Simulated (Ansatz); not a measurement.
Species: CH6GaSi, SMILES `[CH3][Ga][SiH3]` (charge 0, multiplicity 2), formula CH$_{6}$GaSi.

How many basis functions does frozen-core CCSD(T)/cc-pVTZ // r2SCAN-D4/def2-TZVP run with Ansatz (a program for electronic structure) use, how many core orbitals are frozen, and how many electrons are correlated?

191 basis functions and 15 frozen orbitals, which leaves 27 correlated electrons (filled d shells below the valence shell are correlated). Core time is of the order of minutes.
